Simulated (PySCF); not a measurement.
Structure from 2D NMR

Compound of formula C7H10OSi. Correlations simulated from computed shifts and the bond graph:

HSQC (one-bond C–H):
```tsv
δH	δC
7.50	157.8
6.72	147.0
4.85	99.1
4.78	99.1
2.02	16.3
```

COSY cross peaks (H two or three bonds apart, from the bond graph; peaks can be absent where the dihedral angle is near 90°):
```tsv
δH	δH
7.50	6.72
4.85	4.78
```

HMBC (two and three bonds, from the bond graph):
```tsv
δH	δC
7.50	155.5, 147.0, 138.2, 125.1
6.72	157.8, 155.5, 125.1, 99.1
4.85	155.5, 147.0, 125.1
4.78	155.5, 147.0, 125.1
4.47	138.2
2.02	138.2, 125.1
```

Carbons without hydrogens: δ 155.5, 138.2, 125.1.

Level of theory: structure optimised with PBE0-D3(BJ)/def2-SVP, σ from GIAO-HF/pcSseg-1, in PySCF 2.14.0 with density-fitted response routines (single conformer, no relativistic terms, gas phase, rapidly exchanging positions averaged).

Shifts are taken against calculated references (same method and geometry level): 1H, 13C vs TMS.

Exchangeable hydrogens are left out of these lists.

Which molecule is this?

Results:

SMILES C(=C1/C(=C)C=C1)(/C)O[SiH3].

Structure with atom numbers: `[CH2:1]=[C:2]1[CH:3]=[CH:4]/[C:5]1=[C:6](/[CH3:7])[O:8][SiH3:9]`; H(Xn) means a hydrogen on atom n. Ha(C1) is cis to C3; Hb(C1) is trans to C3.

1. δC 157.8 is C4, an alkene CH (δH 7.50).
2. δC 155.5 is C2, a fully substituted alkene carbon.
3. δC 147.0 is C3, an alkene CH (δH 6.72).
4. δC 138.2 is C6, an alkene carbon bearing oxygen.
5. δC 125.1 is C5, a β carbon of an enol-ether or enamine type C=C.
6. δC 99.1 is C1, a terminal =CH2 carbon (δH 4.85, 4.78).
7. δC 16.3 is C7, an allylic methyl carbon (δH 2.02).
8. HMBC from δH 7.50 reaches the proton-free carbons C2, C6, C5.
9. HMBC from δH 6.72 reaches the proton-free carbons C2, C5.
10. HMBC from δH 4.85 reaches the proton-free carbons C2, C5.
11. HMBC from δH 4.78 reaches the proton-free carbons C2, C5.
12. COSY links 7.50–6.72, 4.85–4.78.

The shifts were computed for this structure.

Shifts are as computed. Against solution values, carbons near 30 ppm lie about -0 ppm off and those near 130 ppm about +7 ppm. Of 1211 compounds with measured shifts, 218 miss one by over three times the rms of a fit or turn the order of signals round; such compounds aren't used in these exercises.
